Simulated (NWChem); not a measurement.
Species: SnHSF, singlet; SMILES [F][Sn][SH]

```xyz
4

Sn     0.3351     0.4624     0.0000
F     -1.5176     1.0917     0.0000
S     -0.2587    -1.9161     0.0000
H      1.0432    -2.2859     0.0000
```
Atoms are numbered in this order, from 1.

Low-valent species are run as closed-shell singlets; no triplet was tried in these runs. All runs use the structure optimised with PBE0/def2-SVP. def2 effective core potentials on Sn; no spin-orbit coupling.

Symmetry labels are those of Cs in the frame above (b1 and b2, or b-type labels, depend on it).

**Question.** List the 4 lowest vertical singlet excitations from PBE/def2-SVP with def2 effective core potentials on Sn, full TDDFT (NWChem).

**Answer.** 
```tsv
state	energy (eV)	oscillator strength	symmetry	leading excitation (squared amplitude)
S1	3.51	0.019	a"	HOMO → LUMO (0.98)
S2	3.95	0.035	a'	HOMO−1 → LUMO (0.92)
S3	5.14	0.005	a"	HOMO−2 → LUMO (0.96)
S4	5.19	0.001	a"	HOMO−1 → LUMO+1 (0.99)
```
